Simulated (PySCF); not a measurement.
## Working out the ionisation energy of Sb²⁺

Sb²⁺ [Kr] 4d10 5s2 5p1 (2P) → Sb³⁺ [Kr] 4d10 5s2 (1S). All numbers are calculated (PySCF 2.14, the spin-free X2C one-electron Hamiltonian (Gaussian nucleus), in x2c-TZVPall (8s6p4d2f, 60 functions)). Frozen: [Kr] 4d10. Energies in hartree (1 hartree = 27.21139 eV):

```csv
part,Sb²⁺ (lower),Sb³⁺ (upper)
UHF,-6477.048765,-6476.163171
MP2 opposite-spin,-0.031143,-0.025875
MP2 same-spin,-0.002197,0.000000
```

Task: What does Hartree-Fock give?

Result: (-6476.163171) − (-6477.048765) = 0.885594 hartree = 24.098 eV.

Task: What do MP2 and SCS-MP2 (6/5 opposite-spin, 1/3 same-spin) give?

Result: The opposite-spin parts differ by 0.143 eV and the same-spin parts by 0.060 eV. MP2: 24.098 + (0.143) + (0.060) = 24.301 eV. SCS-MP2: 24.098 + 1.2 × (0.143) + (0.060)/3 = 24.290 eV.

Reference: 25.323 eV (measured; NIST Atomic Spectra Database, ionization energies), between the lowest levels; spin-orbit coupling is absent from the calculation.

What remains against the reference includes basis incompleteness, the frozen core and correlation beyond second order.
